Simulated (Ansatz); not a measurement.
C6H7O, charge +1, singlet, at a GFN2-xTB geometry, atoms displaced at random by about 0.08 Å a coordinate; HF/STO-3G, gradient run with Ansatz (an electronic-structure program).

Input for Ansatz:
Ansatz 0.2 input:
```yaml
crystal:
  periodic: [false, false, false]
  atoms:
    - {symbol: O, position_ang: [2.30267004, -0.18651836, 0.35459778]}
    - {symbol: C, position_ang: [0.80160763, -0.18903454, 0.22146758]}
    - {symbol: C, position_ang: [0.25297060, 1.06396881, -0.13611900]}
    - {symbol: C, position_ang: [-1.10543400, 1.36241231, -0.11830697]}
    - {symbol: C, position_ang: [-1.82785179, 0.26106996, -0.20507983]}
    - {symbol: C, position_ang: [-1.32796276, -1.00914014, 0.05328394]}
    - {symbol: C, position_ang: [0.08294930, -1.22264549, 0.11738649]}
    - {symbol: H, position_ang: [2.66771874, -0.99060562, 0.08813812]}
    - {symbol: H, position_ang: [2.61722201, 0.56123560, -0.15549895]}
    - {symbol: H, position_ang: [1.04567683, 1.99886690, -0.06849027]}
    - {symbol: H, position_ang: [-1.66696249, 2.26414939, -0.22021601]}
    - {symbol: H, position_ang: [-3.19248196, 0.32260573, -0.38073618]}
    - {symbol: H, position_ang: [-1.94397549, -1.90050874, 0.08413246]}
    - {symbol: H, position_ang: [0.50014224, -2.15671333, 0.37540513]}
basis:
  gaussian:
    orbitals: STO-3G
hamiltonian:
  xc: hf
total_charge: 1
output: {forces: true}
```

The log (banner, timings and long lists left out):

```
Functional definition: HF
600 factors; integrals over basis functions are off by at most 4.2e-5 eV
mean field evaluation 1: about -8215.1766 eV, gradient 2.0e1 eV
mean field evaluation 2: about -8215.4867 eV, gradient 2.0e1 eV
mean field evaluation 4: about -8217.1159 eV, gradient 2.4e0 eV
mean field evaluation 8: about -8217.1412 eV, gradient 3.1e-4 eV
mean field -8217.14119832 eV, -301.9743692600 hartree, gradient 2.7e-5 eV, S^2 0.000000; 0 other end points of the search recorded, 0 dependent functions left out
the calculation of the forces begins
reference -8217.14119832 eV, -301.9743692600 hartree; 25, 25 occupied and 17, 17 virtual orbitals, 600 factors
Total energy: -8217.14119832 eV, -301.9743692600 hartree
Atom 0 at     2.302670    -0.186518     0.354598 Å, force    -5.123069     2.678286     2.133630 eV/Å
Atom 1 at     0.801608    -0.189035     0.221468 Å, force     3.952038     8.699375    -2.163069 eV/Å
Atom 2 at     0.252971     1.063969    -0.136119 Å, force     4.738423     6.979954     3.082141 eV/Å
Atom 3 at    -1.105434     1.362412    -0.118307 Å, force     3.540034     0.958703    -1.529065 eV/Å
Atom 4 at    -1.827852     0.261070    -0.205080 Å, force   -11.523933    -5.598216     0.455056 eV/Å
Atom 5 at    -1.327963    -1.009140     0.053284 Å, force     1.282163    -0.686868    -1.661203 eV/Å
Atom 6 at     0.082949    -1.222645     0.117386 Å, force    -5.705486    -6.371824     2.026317 eV/Å
Atom 7 at     2.667719    -0.990606     0.088138 Å, force     2.515390    -4.397669    -1.510914 eV/Å
Atom 8 at     2.617222     0.561236    -0.155499 Å, force     1.448301     1.453760    -0.991303 eV/Å
Atom 9 at     1.045677     1.998867    -0.068490 Å, force    -2.999280    -3.405171    -0.532612 eV/Å
Atom 10 at    -1.666962     2.264149    -0.220216 Å, force     0.900274     1.503715    -0.139694 eV/Å
Atom 11 at    -3.192482     0.322606    -0.380736 Å, force     7.159816    -0.174729     1.046704 eV/Å
Atom 12 at    -1.943975    -1.900509     0.084132 Å, force    -0.254109     0.185352    -0.100851 eV/Å
Atom 13 at     0.500142    -2.156713     0.375405 Å, force     0.069438    -1.824670    -0.115137 eV/Å
Dipole moment:     1.310511    -0.151210    -0.201343 e Å
```
